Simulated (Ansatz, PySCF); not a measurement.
F3Se (SMILES F[Se+](F)F), charge +1, singlet, at a GFN2-xTB geometry. Base run: CASSCF(4,4)/cc-pVDZ (PySCF).

Here is a job for PySCF.
```python
from pyscf import gto, scf, mcscf
import numpy

mol = gto.Mole()
mol.atom = '''
    Se   -0.060794    0.140841    0.359023
    F    -1.122867   -0.917145   -0.364992
    F     0.059901    1.135983   -0.970133
    F     1.292631   -0.750905   -0.021186
'''
mol.basis = 'cc-pvdz'
mol.charge = 1
mol.spin = 0
mol.verbose = 4
mol.build()

mf = scf.RHF(mol)
mf.kernel()
mc = mcscf.CASSCF(mf, 4, 4)
mc.fix_spin_(ss=0.0)
mc.kernel()
occ = numpy.linalg.eigvalsh(mc.fcisolver.make_rdm1(mc.ci, mc.ncas, mc.nelecas))[::-1]
ss = mc.fcisolver.spin_square(mc.ci, mc.ncas, mc.nelecas)[0]
print('natural occupations', occ.round(4), ' <S^2>', round(ss, 4))
```

Programs used: Ansatz (a quantum-chemistry and plane-wave program), PySCF; a row that names a program was run with it.

Each row names what was changed in the base input (with any setting that the change needs).

```json
[
 {"change": "base", "ΔE vs base (kcal/mol)": "0.000", "natural occupations": "1.97 1.97 0.03 0.03", "<S^2> of the state": "0.00", "outcome": "converged"},
 {"change": "conv_tol = 1e-5", "ΔE vs base (kcal/mol)": "0.000", "natural occupations": "1.97 1.97 0.03 0.03", "<S^2> of the state": "0.00", "outcome": "converged"},
 {"change": "active space = 8 electrons, 6 orbitals", "ΔE vs base (kcal/mol)": "-", "natural occupations": "-", "<S^2> of the state": "-", "outcome": "not converged"},
 {"change": "start = MP2 natural orbitals", "ΔE vs base (kcal/mol)": "0.000", "natural occupations": "1.97 1.97 0.03 0.03", "<S^2> of the state": "0.00", "outcome": "converged"},
 {"change": "state_average = 2 states", "ΔE vs base (kcal/mol)": "17.78", "natural occupations": "-", "<S^2> of the state": "-", "outcome": "converged"},
 {"change": "orbitals = fixed (CASCI); correction = SC-NEVPT2", "ΔE vs base (kcal/mol)": "-427.1", "natural occupations": "2.00 1.98 0.01 0.01", "<S^2> of the state": "0.00", "outcome": "converged"},
 {"change": "active space = 6 electrons, 4 orbitals", "ΔE vs base (kcal/mol)": "-", "natural occupations": "-", "<S^2> of the state": "-", "outcome": "not converged"},
 {"change": "active space = 2 electrons, 3 orbitals", "ΔE vs base (kcal/mol)": "17.30", "natural occupations": "1.96 0.02 0.02", "<S^2> of the state": "0.00", "outcome": "converged"},
 {"change": "fix_spin_ = off", "ΔE vs base (kcal/mol)": "0.000", "natural occupations": "1.97 1.97 0.03 0.03", "<S^2> of the state": "0.00", "outcome": "converged"},
 {"change": "code = ansatz; correction = SC-NEVPT2, all electrons", "ΔE vs base (kcal/mol)": "-417.7", "natural occupations": "-", "<S^2> of the state": "-", "outcome": "converged"},
 {"change": "orbitals = fixed (CASCI)", "ΔE vs base (kcal/mol)": "25.70", "natural occupations": "2.00 1.98 0.01 0.01", "<S^2> of the state": "0.00", "outcome": "converged"}
]
```

Active orbitals are taken around the Fermi level unless the row says otherwise; CASSCF can end in different local minima, and two programs can end on different orbitals. State-averaged rows give the lowest state.

Ansatz warned in this series: other orbitals give a lower active-space energy.
